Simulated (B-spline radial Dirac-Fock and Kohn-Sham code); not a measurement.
# Relativistic shifts of the levels of Ag³⁰⁺

System: the Ag³⁰⁺ ion, [Ne] 3s2 3p5.

Both columns are ΔSCF binding energies of the configuration average from a radial atomic solver: non-relativistic Hartree-Fock with a point nucleus, and Dirac-Fock with a finite nucleus and the Coulomb interaction alone, averaged over the two j levels with weights 2j+1.

```tsv
shell	Hartree-Fock (eV)	Dirac-Fock (eV)	shift (eV)	shift (%)
1s	26355.6	27158.2	+802.65	+3.05
2s	5130.4	5334.6	+204.22	+3.98
3s	1907.5	1963.7	+56.12	+2.94
3p	1810.5	1832.3	+21.75	+1.20
```

Relativity binds 1s, 2s, 3s, 3p more strongly, among those listed most of all 2s in relative terms.

Values without a named source are computed, but for edge energies of neutral atoms, which are taken from tables.
